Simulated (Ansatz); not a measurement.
Mulliken charges of H$_{4}$HfO$_{3}$S (`[OH][Hf]([OH])([OH])[SH]`) from r2SCAN/def2-TZVPP in Ansatz (PBE0-D4/def2-TZVP geometry).

| atom | x (Å) | y (Å) | z (Å) | charge (e) |
| --- | --- | --- | --- | --- |
| O1 | -1.162 | 0.202 | 1.452 | -0.466 |
| Hf2 | -0.024 | -0.126 | -0.060 | 1.108 |
| O3 | 1.807 | 0.008 | 0.508 | -0.469 |
| O4 | -0.373 | -1.807 | -0.910 | -0.464 |
| S5 | -0.484 | 1.568 | -1.809 | -0.387 |
| H6 | -1.433 | 0.359 | 2.350 | 0.190 |
| H7 | 2.749 | -0.122 | 0.494 | 0.193 |
| H8 | -0.738 | -2.669 | -1.083 | 0.192 |
| H9 | -0.340 | 2.587 | -0.941 | 0.102 |

**Question.** By hand: the dipole of these point charges (1 e Å = 4.8032 D).

**Answer.** Σ q r = (0.110, -0.210, 0.379) e Å, of length 0.447 e Å = 2.15 D.

**Question.** How does the dipole of the full density compare? (Estimate.)

**Answer.** Ansatz gave: (0.161, -0.410, 0.545) e Å, 3.37 D; the point charges give 0.64 times that, at 8° from its direction.

Point charges leave out the atoms' own dipoles, such as those of lone pairs, and Mulliken's split depends on the basis, so the two needn't agree.
